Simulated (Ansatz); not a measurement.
BH5O2SiTe, SMILES `OB(O)[Te][SiH3]`. Total charge 0; spin multiplicity 1. Te: def2 effective core potential. All single points use the PBE0-D4/def2-TZVP geometry. It is one conformer, not always the lowest.

```xyz
10

O     0.831   -1.393    0.454
B    -0.314   -1.439   -0.269
O    -0.779   -2.621   -0.736
Te   -1.576    0.287   -0.773
Si   -0.002    2.002    0.100
H     1.063   -0.519    0.781
H    -0.219   -3.360   -0.475
H     0.917    1.364    1.091
H    -0.759    3.073    0.793
H     0.837    2.606   -0.966
```

Question: What is the dipole moment at ωB97M-V/def2-TZVPP? (An estimate is asked.)

Answer: The calculation gave: 1.67 D, with components (1.40, 0.14, 0.89) D in this frame, pointing from negative to positive charge.

Question: And with PBE, r2SCAN, B3LYP? (Estimate.)

Answer: Computed: PBE 1.51 D, r2SCAN 1.64 D, B3LYP 1.57 D.

Question: Give the Mulliken charges with ωB97M-V, r2SCAN, PBE in def2-TZVPP. (An estimate is asked.)

Answer: The calculation gave: 
```
atom  ωB97M-V  r2SCAN    PBE
  O1    -0.28   -0.31  -0.25
  B2     0.19    0.24   0.14
  O3    -0.26   -0.31  -0.24
 Te4    -0.03   -0.03  -0.01
 Si5     0.04    0.18   0.08
  H6     0.21    0.22   0.21
  H7     0.19    0.21   0.20
  H8    -0.04   -0.09  -0.06
  H9     0.00   -0.05  -0.03
 H10    -0.01   -0.06  -0.03
```

B3LYP here is the variant with VWN-RPA as its local correlation; programs differ in this.
